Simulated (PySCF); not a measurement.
Two species compared at the same levels of theory.

First species: C3H9NSi.
InChI=1S/C3H9NSi/c5-4-3-1-2-3/h3-4H,1-2H2,5H3

Second species: Ag(CO)H, CHAgO (singlet state).
SMILES: `[H][Ag]<-[C-]#[O+]`

Levels: CAM-B3LYP/def2-SVPD for dipole moment, HOMO energy, LUMO energy, HOMO–LUMO gap and static isotropic polarisability; TDDFT CAM-B3LYP/def2-SVPD for lowest singlet excitation; TDA CAM-B3LYP/def2-SVPD for lowest triplet excitation (Tamm–Dancoff); ΔSCF CAM-B3LYP/def2-SVPD for vertical ionisation energy; PBE0-D3(BJ)/def2-SVP for smallest rotational constant. Geometries: PBE0-D3(BJ)/def2-SVP. Each species is one conformer at its optimised geometry, gas phase (atoms past krypton carry core potentials, spin–orbit coupling is left out); the electronic structure was computed with PySCF and density fitting.

The conformers computed, where there is a choice (atom-mapped SMILES and torsion angles):
- `[SiH3:1][NH:2][CH:3]1[CH2:4][CH2:5]1`: Si1–N2–C3–C4 -137°

Values for the first species:

* Dipole moment: 1.04 D
* HOMO energy: -8.25 eV
* LUMO energy: 1.27 eV
* HOMO–LUMO gap: 9.52 eV
* Lowest singlet excitation: 6.22 eV
* Lowest triplet excitation (Tamm–Dancoff): 5.93 eV
* Static isotropic polarisability: 70.0 au
* Vertical ionisation energy: 8.99 eV
* Smallest rotational constant: 1.957 GHz

Question: Estimate the same properties for the second species, and the change in each.

Answer: 
```json
{"property": "dipole moment", "first": "1.04 D", "second": "4.08 D", "second less first": "+3.04 D"}
{"property": "HOMO energy", "first": "-8.25 eV", "second": "-8.07 eV", "second less first": "+0.18 eV"}
{"property": "LUMO energy", "first": "1.27 eV", "second": "-1.31 eV", "second less first": "-2.58 eV"}
{"property": "HOMO–LUMO gap", "first": "9.52 eV", "second": "6.76 eV", "second less first": "-2.76 eV"}
{"property": "lowest singlet excitation", "first": "6.22 eV", "second": "3.76 eV", "second less first": "-2.46 eV"}
{"property": "lowest triplet excitation (Tamm–Dancoff)", "first": "5.93 eV", "second": "3.45 eV", "second less first": "-2.48 eV"}
{"property": "static isotropic polarisability", "first": "70.0 au", "second": "47.5 au", "second less first": "-22.5 au"}
{"property": "vertical ionisation energy", "first": "8.99 eV", "second": "9.10 eV", "second less first": "+0.11 eV"}
{"property": "smallest rotational constant", "first": "1.957 GHz", "second": "2.857 GHz", "second less first": "+0.900 GHz"}
```

On the first: The principal polarisabilities are 62.5, 66.3 and 81.1 au; their mean is the isotropic value. The vertical singlet–triplet gap S1 − T1 is 0.29 eV (TDDFT singlet less Tamm–Dancoff triplet; S1: HOMO→LUMO, weight 0.80; T1: HOMO→LUMO, weight 0.69).

On the second: The principal polarisabilities are 40.8, 40.8 and 60.9 au; their mean is the isotropic value. The vertical singlet–triplet gap S1 − T1 is 0.31 eV (TDDFT singlet less Tamm–Dancoff triplet). Atoms past krypton carry effective core potentials; spin–orbit coupling is left out.
